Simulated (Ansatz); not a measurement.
`[BH2][AlH][O][SiH3]` + `[SiH3]BCl` → `[SiH3][SiH2]BCl` + `[BH2][AlH][OH]`  (formal exchange of groups at the Si–O bond)

Program: Ansatz. Geometries: PBE0-D4/def2-TZVP. ΔE: electronic, gas phase. CCSD(T)/CBS adds triple-zeta CCSD(T) − MP2 to the extrapolated MP2 energy (def2 sets, frozen cores). This one scheme is used for every species. Functionals use def2-TZVPP. One conformer a species, not always the lowest.

```
             level  ΔE (kcal/mol)
RPA@PBE/def2-TZVPP           24.1
     MP2/CBS(def2)           24.5
```

(1) What does CCSD(T)/CBS give? (An estimate is asked.)

Largest T1 diagnostic among the species: 0.014.

Results:

(1) Computed: +23.3 kcal/mol. The listed levels differ from it by 0.8, 1.2 kcal/mol.

Leaving LDA and LC-ωPBE aside and taking each functional with its dispersion term where it has one, the values, not all of them listed here, spread over 9.9 kcal/mol, from PBE-D4 to BHLYP-D4. In def2-TZVPP, CCSD(T) changes the Hartree–Fock value by −8.2 kcal/mol (the triples alone add −1.2 kcal/mol) and MP2 by −7.0 kcal/mol.
